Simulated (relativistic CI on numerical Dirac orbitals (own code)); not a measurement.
Cr⁶⁺ in a cubic cluster: L2,3 absorption with charge transfer

Computed with a charge-transfer multiplet model of a cubic metal-ligand cluster with up to 2 ligand holes, Slater and spin-orbit integrals from Dirac-Coulomb-Breit ions, Slater integrals scaled by 0.8. The ground state mixes d0 with configurations of k ligand holes L, whose averages lie at kΔ + k(k − 1)U_dd/2; a core hole lowers each added d electron by U_cd. 300 K, Lorentzian 0.4 eV and Gaussian 0.3 eV FWHM.

Atomic integrals in eV (Slater integrals scaled, ζ unscaled), ground: F2dd 9.377, F4dd 5.906, zeta_d 0.039; with the core hole: F2dd 9.377, F4dd 5.906, zeta_d 0.067, zeta_core 5.615, F2cd 6.891, G1cd 5.439, G3cd 3.098. Where a configuration has fewer than two d electrons, the dd integrals are those of d2.

Cluster parameters (eV): Δ = 0.5, U_dd = 5.7, U_cd = 6.5, 10Dq = 0.8, 10Dq(ligand) = 0.8, final-state hopping factor = 1.

| Case | n_d | d0 | d1L | d2L2 | S |
| --- | --- | --- | --- | --- | --- |
| V(eg) = 2.7 eV, V(t2g) = -1.38 eV | 0.87 | 0.29 | 0.55 | 0.16 | 0.00 |
| V(eg) = 3 eV, V(t2g) = -1.53 eV | 0.89 | 0.28 | 0.54 | 0.17 | 0.00 |
| V(eg) = 3.3 eV, V(t2g) = -1.68 eV | 0.91 | 0.27 | 0.54 | 0.18 | 0.00 |

Weights, n_d and S are thermal averages at 300 K. Photon energies count from the first peak over 30 % of the highest in each spectrum, which can be another peak from case to case. The parameters are a model scan and need not match a compound or its usual spin state. Peaks in eV (height, largest 100):
- V(eg) = 2.7 eV, V(t2g) = -1.38 eV: -2.3 (10), 0.0 (66), 3.2 (10), 6.5 (20), 8.5 (100), 10.4 (8), 11.0 (8)
- V(eg) = 3 eV, V(t2g) = -1.53 eV: -2.4 (11), 0.0 (74), 1.5 (9), 3.6 (9), 6.6 (20), 8.5 (100), 11.0 (6)
- V(eg) = 3.3 eV, V(t2g) = -1.68 eV: -2.4 (12), 0.0 (82), 2.0 (8), 4.1 (10), 5.3 (8), 6.6 (20), 7.2 (21), 8.4 (100)

Curve for V(eg) = 3 eV, V(t2g) = -1.53 eV (points under 2 left out, the grid thinned):

```tsv
E (eV)	Intensity
-3.0	2.4
-2.6	8.0
-2.3	10.1
-1.9	3.5
-1.5	2.8
-1.2	3.7
-0.8	8.0
-0.5	20.4
-0.1	71.6
0.3	35.8
0.6	15.5
1.0	10.2
1.4	9.2
1.7	8.8
2.1	6.3
2.5	6.5
2.8	7.1
3.2	8.4
3.5	9.3
3.9	7.3
4.3	4.9
4.6	4.5
5.0	5.3
5.4	6.9
5.7	8.5
6.1	13.6
6.5	20.2
6.8	18.5
7.2	13.2
7.5	18.5
7.9	39.5
8.3	86.3
8.6	87.9
9.0	28.5
9.4	14.5
9.7	10.3
10.1	7.0
10.5	5.3
10.8	5.5
11.2	5.4
11.5	4.2
11.9	4.3
12.3	3.9
12.6	2.9
13.0	2.1
```

A d0 ion has no d-d gap: its lowest excitations are ligand-to-metal charge transfer. With the core hole the configuration with one ligand hole lies at Δ + U_dd − U_cd = -0.3 eV from the one without, against Δ in the ground state.

With at most 2 ligand holes the space is cut while the next configuration still counts, so covalency is underestimated, and a final configuration with one more ligand hole, which can lie low, is missing from the spectra.
